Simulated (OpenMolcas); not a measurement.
Mo2+.

```yaml
Program: OpenMolcas
Basis: ANO-R2 [7s5p4d2f1g]
Scalar_Hamiltonian: X2C, finite nucleus
Active_space: 10 electrons in 8 orbitals (RAS1 4p, at most 2 holes; RAS2 4d)
State_averaging: 2S+1 = 5 even, 5 roots; 2S+1 = 3 even, 45 roots; 2S+1 = 1 even, 50 roots
Spin-orbit_coupling: RASSI with atomic mean-field integrals over the reference wave functions, term energies averaged over their components
```

Two sets of levels on these reference wave functions, in cm-1 above 4d4 5D0: one from RASSCF and one from MS-RASPT2, IPEA 0.25 Eh, imaginary shift 0.1 Eh (closed shells correlated: 4s).

```tsv
Level	Set 1	Set 2
4d4 5D0	0.0	0.0
4d4 5D1	240	248
4d4 5D2	673	688
4d4 5D3	1249	1264
4d4 5D4	1930	1938
4d4 3P0(1)	14140	12300
4d4 3P1(1)	15460	13580
4d4 3H4	16580	13590
4d4 3H5	17190	14160
4d4 3P2(1)	17440	15490
4d4 3F2(1)	17480	15250
4d4 3F3(1) [75 %]	17570	15200
4d4 3H6	17720	14680
4d4 3F4(1)	17910	15510
4d4 3G3 [75 %]	20190	17100
4d4 3G4	20650	17500
```

**Question.** Which set is which?

**Answer.** Set 2 is MS-RASPT2. Its levels of the other terms of 4d4 lie at 0.82 to 0.89 of the other set's values, as expected, since terms of lower spin or lower L gain more correlation energy than the Hund ground term. Against 13 measured levels (Sugar and Musgrove, J. Phys. Chem. Ref. Data 17, 155 (1988)) the mean absolute deviation is 760 cm-1 with it and 2600 cm-1 without; single levels miss by up to 1300 cm-1 with it.

CASPT2 breaks the degeneracy within a term, and the mean is taken; among the terms shown or strongly mixed into the levels shown the widest spread is 570 cm-1 (4d4 3H, MS-RASPT2). Active for correlation alone: 4p; no level in the range computed is led by a configuration that opens it, so any true level of that kind is missing. Without dynamic correlation excited terms often stand tens of per cent too high (terms of higher spin than the ground term too low), and those without a measured partner can miss by more than the paired ones (holds for RASSCF). Some levels mix across a computed gap that differs much from the measured one, so their mixing is not that of the real levels (holds for RASSCF). The CASPT2 spread within a term exceeds the gap to the next term for 4d4 3H and 4d4 3P(1), so the order of their levels is uncertain (holds for MS-RASPT2). Computed and measured levels are paired by configuration, term and J; levels that our copy of the source lacks, or whose pairing is in doubt (as where it misses far off the trend of its configuration), stay unpaired and out of the deviations. Levels of configurations outside the active space are missing. Levels that lie high or do not pair safely by name in every column are left out.

A share in square brackets marks a mixed level and gives the weight of the term that names it, the lowest over the columns. A number in round brackets counts repeated terms of one configuration in the order of the reference energies.
